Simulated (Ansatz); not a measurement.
Reaction (substitution at a C–F bond): `N=C1[SiH2]C1F` + HCl → `N=C1[SiH2]C1Cl` + H–F

Computed with Ansatz on PBE0-D4/def2-TZVP structures; ΔE is electronic, products minus reactants. CCSD(T)/CBS is the MP2 limit (def2-TZVPP, def2-QZVPP) plus CCSD(T) − MP2 in def2-TZVPP, frozen cores. This one scheme is used for every species. Functionals use def2-TZVPP. Each species was taken in one conformer, which may not be the lowest.

| level | ΔE (kJ/mol) |
| --- | --- |
| ωB97X-V | -29.3 |
| PBE | -24.9 |
| SCS-MP2/def2-QZVPP | -46.6 |
| HF/CBS(def2) | -23.4 |

Q: What does CCSD(T)/CBS give? (An estimate is asked.)

A: The calculation gave: -43.3 kJ/mol. The listed levels differ from it by 14.0, 18.4, -3.3, 19.9 kJ/mol.

Largest T1 diagnostic among the species: 0.015.

In def2-TZVPP, CCSD(T) changes the Hartree–Fock value by −13.5 kJ/mol (the triples alone add −1.9 kJ/mol) and MP2 by −27.3 kJ/mol. The D4 term adds −7.4 kJ/mol with B3LYP and −3.9 kJ/mol with PBE0; it sums over pairs of atoms, weighted by their polarisabilities, and B3LYP, whose exchange is more repulsive, gets the larger term.

B3LYP here is the variant with VWN-RPA as its local correlation; programs differ in this.
